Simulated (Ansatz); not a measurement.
Isolated molecules relaxed with PBE0-D4/def2-TZVP in Ansatz; ΔE leaves out vibrations. CCSD(T)/CBS adds triple-zeta CCSD(T) − MP2 to the extrapolated MP2 energy (def2 sets, frozen cores). This one scheme is used for every species. DFT in def2-TZVPP. B3LYP here is the variant with VWN-RPA as its local correlation; programs differ in this. One conformer a species, not always the lowest.

Consider the substitution at a C–O bond: `C#CCOCF` + `OC(F)[SiH3]` → `FCOC(F)[SiH3]` + `C#CCO`.

```csv
level,ΔE (kJ/mol)
r2SCAN-D4,5.9
ωB97M-V,5.4
B2PLYP,5.2
PBE,6.4
r2SCAN,5.9
B3LYP,4.9
SCS-MP2/def2-TZVPP,5.0
MP2/CBS(def2),6.6
```

What does CCSD(T)/CBS give? (An estimate is asked.)

Computed: +5.2 kJ/mol. The listed levels differ from it by 0.7, 0.2, 0.0, 1.2, 0.7, -0.3, -0.2, 1.4 kJ/mol.

Largest T1 diagnostic among the species: 0.012.
